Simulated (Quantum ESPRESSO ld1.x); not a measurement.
These are the eigenvalues of the occupied orbitals of an atom or ion with whole-number occupations (eV). Method: scalar-relativistic Kohn-Sham, relativistic LDA (MacDonald-Vosko exchange, VWN5 correlation), spin-unpolarised, spherical densities, point nucleus; computed with ld1.x of Quantum ESPRESSO 7.5.

1s: -1797.835
2s: -159.941
2p: -116.973
3s: -28.650

Which element is it, and in what charge state? The configuration may be excited.

Answer. Z = 14, silicon, charge +2: Si2+ in [Ne] 3s2. The list shows which subshells hold electrons but not how many an open one holds; the 1s level, -66.069 hartree, gives Z - s = 11.5 by -(Z - s)^2/2, which with screening and relativity narrows Z to a few neighbours, and the depths of the outer levels then fix element, charge and occupations together.
